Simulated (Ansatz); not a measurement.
Ansatz (a quantum-chemistry and plane-wave program) input for CH₈FNOSi₂, SMILES N[SiH2][Si@@H](O)CF, PBE0-D3(BJ)/def2-SVP. 

Ansatz 0.2 input:
```yaml
crystal:
  periodic: [false, false, false]
  atoms:
    - {symbol: N, position_ang: [2.35066237, -0.50513252, -1.61926374]}
    - {symbol: Si, position_ang: [0.89760144, -1.00162641, -0.82561201]}
    - {symbol: Si, position_ang: [-0.06332753, 0.57469127, 0.56834749]}
    - {symbol: O, position_ang: [0.05083365, 1.97923372, -0.26758871]}
    - {symbol: C, position_ang: [-1.93562165, 0.23839350, 0.88298251]}
    - {symbol: F, position_ang: [-2.10915221, -0.97703628, 1.52053754]}
    - {symbol: H, position_ang: [2.30065524, 0.28772398, -2.23935196]}
    - {symbol: H, position_ang: [3.19792669, -0.44587911, -1.07776347]}
    - {symbol: H, position_ang: [0.01862735, -1.38124810, -1.94119402]}
    - {symbol: H, position_ang: [1.30621012, -2.19491706, -0.07845769]}
    - {symbol: H, position_ang: [0.48529179, 0.81073252, 1.91794943]}
    - {symbol: H, position_ang: [-0.33037308, 2.80198725, 0.03062159]}
    - {symbol: H, position_ang: [-2.41014674, 0.98583424, 1.52725022]}
    - {symbol: H, position_ang: [-2.51323189, 0.17788171, -0.04452793]}
basis:
  gaussian:
    orbitals: def2-SVP
hamiltonian:
  xc: pbe0
  dispersion: d3bj
relax: {f_tol: 0.002, max_steps: 200}
```

Program output:

```
WARN ansatz: RAYON_NUM_THREADS=2 ignored (pool sized by the plan → 2); use --threads N
Functional definition: PBE0
integrals: 0.10 GiB planned
1385 factors; integrals over basis functions are off by at most 4.0e-4 eV
mean field: 0.83 GiB planned
mean field evaluation 1: about -23143.2743 eV, gradient 7.0e1 eV
mean field evaluation 2: about -23131.6343 eV, gradient 1.0e2 eV
mean field evaluation 4: about -23152.3871 eV, gradient 3.9e0 eV
mean field evaluation 8: about -23152.4414 eV, gradient 5.3e-2 eV
mean field evaluation 16: about -23152.4414 eV, gradient 1.7e-5 eV
mean field -23152.44143792 eV, -850.8365295551 hartree, gradient 1.7e-5 eV, S^2 0.000000; 0 other end points of the search recorded, 0 dependent functions left out
the calculation of the forces begins
reference -23152.44146891 eV, -850.8365306941 hartree; 33, 33 occupied and 99, 99 virtual orbitals, 1385 factors
relax step   1: F+E_penalty+E_count = -23152.72260302 eV  Δ(F+E_penalty+E_count) = +0.000e0 eV  max|allowed force component| = 1.229e0 eV/Å  Δτ_max = 0.0000 Å  (26 SCF iters, accepted)
these checks for a lower state are left out or cut short: starts, cluster_reference, orbital_swaps, neighbouring_geometries, increment
integrals: 0.10 GiB planned
1385 factors; integrals over basis functions are off by at most 4.0e-4 eV
mean field: 0.83 GiB planned
mean field -23152.59319832 eV, -850.8421066469 hartree, gradient 1.3e-5 eV, S^2 0.000000; 0 other end points of the search recorded, 0 dependent functions left out
the calculation of the forces begins
reference -23152.59322926 eV, -850.8421077840 hartree; 33, 33 occupied and 99, 99 virtual orbitals, 1385 factors
relax step   2: F+E_penalty+E_count = -23152.87470436 eV  Δ(F+E_penalty+E_count) = -1.521e-1 eV  max|allowed force component| = 7.633e-1 eV/Å  Δτ_max = 0.1666 Å  (28 SCF iters, accepted)
these checks for a lower state are left out or cut short: starts, cluster_reference, orbital_swaps, neighbouring_geometries, increment
integrals: 0.10 GiB planned
1385 factors; integrals over basis functions are off by at most 3.9e-4 eV
mean field: 0.84 GiB planned
mean field -23152.62654487 eV, -850.8433321100 hartree, gradient 1.1e-5 eV, S^2 0.000000; 0 other end points of the search recorded, 0 dependent functions left out
the calculation of the forces begins
reference -23152.62657588 eV, -850.8433332495 hartree; 33, 33 occupied and 99, 99 virtual orbitals, 1385 factors
relax step   3: F+E_penalty+E_count = -23152.90824715 eV  Δ(F+E_penalty+E_count) = -3.354e-2 eV  max|allowed force component| = 3.829e-1 eV/Å  Δτ_max = 0.0666 Å  (28 SCF iters, accepted)
these checks for a lower state are left out or cut short: starts, cluster_reference, orbital_swaps, neighbouring_geometries, increment
integrals: 0.10 GiB planned
1385 factors; integrals over basis functions are off by at most 3.8e-4 eV
mean field: 0.83 GiB planned
mean field evaluation 32: about -23152.6179 eV, gradient 2.4e-2 eV
mean field -23152.63698759 eV, -850.8437158730 hartree, gradient 1.0e-5 eV, S^2 0.000000; 0 other end points of the search recorded, 0 dependent functions left out
the calculation of the forces begins
reference -23152.63701871 eV, -850.8437170166 hartree; 33, 33 occupied and 99, 99 virtual orbitals, 1385 factors
relax step   4: F+E_penalty+E_count = -23152.91842253 eV  Δ(F+E_penalty+E_count) = -1.018e-2 eV  max|allowed force component| = 1.713e-1 eV/Å  Δτ_max = 0.0521 Å  (28 SCF iters, accepted)
these checks for a lower state are left out or cut short: starts, cluster_reference, orbital_swaps, neighbouring_geometries, increment
integrals: 0.10 GiB planned
1385 factors; integrals over basis functions are off by at most 3.7e-4 eV
mean field: 0.84 GiB planned
mean field -23152.64314574 eV, -850.8439421809 hartree, gradient 1.1e-5 eV, S^2 0.000000; 0 other end points of the search recorded, 0 dependent functions left out
the calculation of the forces begins
reference -23152.64317693 eV, -850.8439433271 hartree; 33, 33 occupied and 99, 99 virtual orbitals, 1385 factors
relax step   5: F+E_penalty+E_count = -23152.92516743 eV  Δ(F+E_penalty+E_count) = -6.745e-3 eV  max|allowed force component| = 1.417e-1 eV/Å  Δτ_max = 0.0484 Å  (28 SCF iters, accepted)
these checks for a lower state are left out or cut short: starts, cluster_reference, orbital_swaps, neighbouring_geometries, increment
integrals: 0.10 GiB planned
1385 factors; integrals over basis functions are off by at most 3.7e-4 eV
mean field: 0.84 GiB planned
[...]
mean field -23152.64972342 eV, -850.8441839062 hartree, gradient 1.0e-5 eV, S^2 0.000000; 0 other end points of the search recorded, 0 dependent functions left out
the calculation of the forces begins
reference -23152.64975467 eV, -850.8441850544 hartree; 33, 33 occupied and 99, 99 virtual orbitals, 1385 factors
relax step  11: F+E_penalty+E_count = -23152.93236729 eV  Δ(F+E_penalty+E_count) = -1.302e-4 eV  max|allowed force component| = 6.238e-3 eV/Å  Δτ_max = 0.0104 Å  (23 SCF iters, accepted)
these checks for a lower state are left out or cut short: starts, cluster_reference, orbital_swaps, neighbouring_geometries, increment
integrals: 0.10 GiB planned
1385 factors; integrals over basis functions are off by at most 3.6e-4 eV
mean field: 0.84 GiB planned
mean field -23152.64970068 eV, -850.8441830704 hartree, gradient 6.7e-5 eV, S^2 0.000000; 0 other end points of the search recorded, 0 dependent functions left out
the calculation of the forces begins
reference -23152.64973192 eV, -850.8441842184 hartree; 33, 33 occupied and 99, 99 virtual orbitals, 1385 factors
relax step  12: F+E_penalty+E_count = -23152.93237905 eV  Δ(F+E_penalty+E_count) = -1.176e-5 eV  max|allowed force component| = 4.087e-3 eV/Å  Δτ_max = 0.0024 Å  (21 SCF iters, accepted)
these checks for a lower state are left out or cut short: starts, cluster_reference, orbital_swaps, neighbouring_geometries, increment
integrals: 0.10 GiB planned
1385 factors; integrals over basis functions are off by at most 3.6e-4 eV
mean field: 0.84 GiB planned
mean field -23152.64968295 eV, -850.8441824189 hartree, gradient 8.8e-6 eV, S^2 0.000000; 0 other end points of the search recorded, 0 dependent functions left out
the calculation of the forces begins
reference -23152.64971419 eV, -850.8441835670 hartree; 33, 33 occupied and 99, 99 virtual orbitals, 1385 factors
relax step  13: F+E_penalty+E_count = -23152.93238529 eV  Δ(F+E_penalty+E_count) = -6.235e-6 eV  max|allowed force component| = 4.165e-3 eV/Å  Δτ_max = 0.0033 Å  (22 SCF iters, accepted)
these checks for a lower state are left out or cut short: starts, cluster_reference, orbital_swaps, neighbouring_geometries, increment
integrals: 0.10 GiB planned
1385 factors; integrals over basis functions are off by at most 3.6e-4 eV
mean field: 0.84 GiB planned
mean field evaluation 96: about -23152.6315 eV, gradient 1.6e-1 eV
mean field -23152.64966842 eV, -850.8441818847 hartree, gradient 5.6e-5 eV, S^2 0.000000; 0 other end points of the search recorded, 0 dependent functions left out
the calculation of the forces begins
reference -23152.64969966 eV, -850.8441830327 hartree; 33, 33 occupied and 99, 99 virtual orbitals, 1385 factors
relax step  14: F+E_penalty+E_count = -23152.93238844 eV  Δ(F+E_penalty+E_count) = -3.155e-6 eV  max|allowed force component| = 3.290e-3 eV/Å  Δτ_max = 0.0025 Å  (20 SCF iters, accepted)
these checks for a lower state are left out or cut short: starts, cluster_reference, orbital_swaps, neighbouring_geometries, increment
integrals: 0.10 GiB planned
1385 factors; integrals over basis functions are off by at most 3.6e-4 eV
mean field: 0.84 GiB planned
mean field -23152.64965603 eV, -850.8441814296 hartree, gradient 9.5e-6 eV, S^2 0.000000; 0 other end points of the search recorded, 0 dependent functions left out
the calculation of the forces begins
reference -23152.64968727 eV, -850.8441825776 hartree; 33, 33 occupied and 99, 99 virtual orbitals, 1385 factors
relax step  15: F+E_penalty+E_count = -23152.93239180 eV  Δ(F+E_penalty+E_count) = -3.357e-6 eV  max|allowed force component| = 3.547e-3 eV/Å  Δτ_max = 0.0030 Å  (22 SCF iters, accepted)
these checks for a lower state are left out or cut short: starts, cluster_reference, orbital_swaps, neighbouring_geometries, increment
integrals: 0.10 GiB planned
1385 factors; integrals over basis functions are off by at most 3.6e-4 eV
mean field: 0.84 GiB planned
mean field -23152.64965123 eV, -850.8441812532 hartree, gradient 1.3e-5 eV, S^2 0.000000; 0 other end points of the search recorded, 0 dependent functions left out
the calculation of the forces begins
reference -23152.64968246 eV, -850.8441824009 hartree; 33, 33 occupied and 99, 99 virtual orbitals, 1385 factors
relax step  16: F+E_penalty+E_count = -23152.93239478 eV  Δ(F+E_penalty+E_count) = -2.984e-6 eV  max|allowed force component| = 2.874e-3 eV/Å  Δτ_max = 0.0039 Å  (23 SCF iters, accepted)
these checks for a lower state are left out or cut short: starts, cluster_reference, orbital_swaps, neighbouring_geometries, increment
integrals: 0.10 GiB planned
1385 factors; integrals over basis functions are off by at most 3.6e-4 eV
mean field: 0.84 GiB planned
mean field -23152.64963541 eV, -850.8441806718 hartree, gradient 1.3e-5 eV, S^2 0.000000; 0 other end points of the search recorded, 0 dependent functions left out
the calculation of the forces begins
reference -23152.64966663 eV, -850.8441818191 hartree; 33, 33 occupied and 99, 99 virtual orbitals, 1385 factors
relax step  17: F+E_penalty+E_count = -23152.93239646 eV  Δ(F+E_penalty+E_count) = -1.677e-6 eV  max|allowed force component| = 1.966e-3 eV/Å  Δτ_max = 0.0042 Å  (23 SCF iters, accepted)
these checks for a lower state are left out or cut short: starts, cluster_reference, orbital_swaps, neighbouring_geometries, increment
integrals: 0.10 GiB planned
1385 factors; integrals over basis functions are off by at most 3.6e-4 eV
mean field: 0.84 GiB planned
mean field -23152.64963273 eV, -850.8441805734 hartree, gradient 8.4e-6 eV, S^2 0.000000; 0 other end points of the search recorded, 0 dependent functions left out
the calculation of the forces begins
reference -23152.64966395 eV, -850.8441817205 hartree; 33, 33 occupied and 99, 99 virtual orbitals, 1385 factors
relax step  18: F+E_penalty+E_count = -23152.93239773 eV  Δ(F+E_penalty+E_count) = -1.269e-6 eV  max|allowed force component| = 1.882e-3 eV/Å  Δτ_max = 0.0038 Å  (22 SCF iters, accepted)
integrals: 0.10 GiB planned
1385 factors; integrals over basis functions are off by at most 3.6e-4 eV
mean field: 0.84 GiB planned
mean field evaluation 128: about -23152.3365 eV, gradient 1.1e1 eV
mean field -23152.64963273 eV, -850.8441805734 hartree, gradient 8.4e-6 eV, S^2 0.000000; 1 other end points of the search recorded, 0 dependent functions left out
the calculation of the forces begins
reference -23152.64966395 eV, -850.8441817205 hartree; 33, 33 occupied and 99, 99 virtual orbitals, 1385 factors
Total energy: -23152.93242894 eV, -850.8545731424 hartree
Atom 0 at     2.332456    -0.477818    -1.590857 Å, force    -0.000866     0.000253     0.000170 eV/Å
Atom 1 at     0.866166    -1.011170    -0.816983 Å, force     0.001882     0.001123    -0.000870 eV/Å
Atom 2 at    -0.124584     0.666656     0.491627 Å, force    -0.001602    -0.000793    -0.000753 eV/Å
Atom 3 at    -0.039600     2.077201    -0.419312 Å, force    -0.000012    -0.001360    -0.000762 eV/Å
Atom 4 at    -1.931098     0.184246     0.861650 Å, force     0.001187    -0.001194     0.000281 eV/Å
Atom 5 at    -1.893294    -1.110463     1.360423 Å, force     0.000144     0.000828    -0.000368 eV/Å
Atom 6 at     2.317262     0.428008    -2.049414 Å, force    -0.000105    -0.000301     0.000095 eV/Å
Atom 7 at     3.200499    -0.591434    -1.078831 Å, force     0.000395    -0.000060     0.000214 eV/Å
Atom 8 at    -0.139585    -1.431151    -1.844695 Å, force    -0.001167     0.000427    -0.000303 eV/Å
Atom 9 at     1.210689    -2.192866     0.029726 Å, force     0.000348    -0.000613     0.000962 eV/Å
Atom 10 at     0.567274     0.870678     1.809576 Å, force     0.000649     0.000307     0.000592 eV/Å
Atom 11 at    -0.148407     2.904700     0.058145 Å, force     0.000259     0.000506     0.000670 eV/Å
Atom 12 at    -2.429148     0.836328     1.600967 Å, force    -0.000781     0.000635     0.000832 eV/Å
Atom 13 at    -2.542672     0.197725    -0.058094 Å, force    -0.000332     0.000242    -0.000762 eV/Å
Dipole moment:     0.123411     0.620836     0.121332 e Å
```

The run converged.

Cost: about 2.6 core-minutes (a rough figure).
